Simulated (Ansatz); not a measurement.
A run on CH₇BSSi, SMILES `CBS[SiH3]` with other settings.

```yaml
crystal:
  periodic: [false, false, false]
  atoms:
    - {symbol: C, position_ang: [-1.043535, 1.952693, 0.081441]}
    - {symbol: B, position_ang: [-0.433241, 0.533052, -0.103888]}
    - {symbol: S, position_ang: [0.993697, 0.018431, 0.851399]}
    - {symbol: Si, position_ang: [1.233316, -1.968838, 0.070203]}
    - {symbol: H, position_ang: [-1.046134, 2.477216, -0.881604]}
    - {symbol: H, position_ang: [-0.539935, 2.579226, 0.819119]}
    - {symbol: H, position_ang: [-2.100018, 1.861636, 0.361021]}
    - {symbol: H, position_ang: [-0.906841, -0.240545, -0.888890]}
    - {symbol: H, position_ang: [0.018064, -2.776785, 0.334966]}
    - {symbol: H, position_ang: [2.397039, -2.571798, 0.766252]}
    - {symbol: H, position_ang: [1.492985, -1.921287, -1.389317]}
basis:
  gaussian: {orbitals: def2-SVP}
hamiltonian: {xc: {name: PBE-QIDH}}
scf: {lower_state_search: off}
output: {forces: true}
```

```sh
$ ansatz run in.yaml --threads 2 --pin off --events-out ev --progress --plain --max-ram 4352MiB
```

Output, abridged:

```
Functional definition: PBE-QIDH
  name "PBE-QIDH"
  cite "Brémond, Sancho-García, Pérez-Jiménez & Adamo, J. Chem. Phys. 141, 031101 (2014) doi:10.1063/1.4890314"
  cite "Perdew, Burke & Ernzerhof, Phys. Rev. Lett. 77, 3865 (1996) doi:10.1103/PhysRevLett.77.3865"
  parameter a = 3^(-1/3)
  parameter c = 1/3
  exchange = (1 - a)*pbe_x + a*exact_x
  correlation = (1 - c)*pbe_c + c*(mp2_os + mp2_ss)
these checks for a lower state are left out or cut short: starts, cluster_reference, orbital_swaps, neighbouring_geometries, increment
979 factors; integrals over basis functions are off by at most 1.1e-3 eV
mean field evaluation 1: about -20512.0684 eV, gradient 2.7e1 eV
mean field evaluation 2: about -20512.1122 eV, gradient 2.7e1 eV
mean field evaluation 4: about -20514.1583 eV, gradient 1.9e0 eV
mean field evaluation 8: about -20514.1743 eV, gradient 2.9e-2 eV
mean field evaluation 16: about -20514.1743 eV, gradient 5.1e-6 eV
mean field -20514.17430215 eV, -753.8820005972 hartree, gradient 9.4e-7 eV, S^2 0.000000; 0 other end points of the search recorded, 0 dependent functions left out
12 core orbitals not correlated: weight in the atoms' cores, before any rotation towards them, 1.000 or more for the frozen orbitals, at most 0.000 for the correlated occupied ones
reference -20514.17431400 eV, -753.8820010328 hartree; 12, 12 occupied and 75, 75 virtual orbitals, 979 factors
second order -14.38518081 eV of doubles, -0.00000000 eV of singles
the calculation of the forces begins
Total energy: -20518.96937427 eV, -754.0582162475 hartree
Atom 0 at    -1.043535     1.952693     0.081441 Å, force    -0.043672     0.063502    -0.003237 eV/Å
Atom 1 at    -0.433241     0.533052    -0.103888 Å, force     0.094980     0.022340     0.088848 eV/Å
Atom 2 at     0.993697     0.018431     0.851399 Å, force    -0.005512     0.066640     0.029524 eV/Å
Atom 3 at     1.233316    -1.968838     0.070203 Å, force     0.040525    -0.111067    -0.021435 eV/Å
Atom 4 at    -1.046134     2.477216    -0.881604 Å, force     0.020109     0.021092    -0.086107 eV/Å
Atom 5 at    -0.539935     2.579226     0.819119 Å, force     0.064595     0.043327     0.075444 eV/Å
Atom 6 at    -2.100018     1.861636     0.361021 Å, force    -0.078196    -0.035855     0.029099 eV/Å
Atom 7 at    -0.906841    -0.240545    -0.888890 Å, force    -0.073271    -0.100769    -0.111480 eV/Å
Atom 8 at     0.018064    -2.776785     0.334966 Å, force     0.040960     0.019957    -0.013418 eV/Å
Atom 9 at     2.397039    -2.571798     0.766252 Å, force    -0.050486     0.020200    -0.033343 eV/Å
Atom 10 at     1.492985    -1.921287    -1.389317 Å, force    -0.010031    -0.009366     0.046104 eV/Å
Dipole moment:    -0.098298    -0.055693    -0.110828 e Å
Checks for a lower state left out: starts, cluster_reference, orbital_swaps, neighbouring_geometries, increment
```

Run time 5.5 s (2 threads of an Arm Neoverse V1 on a shared host); peak host memory 0.22 GiB.
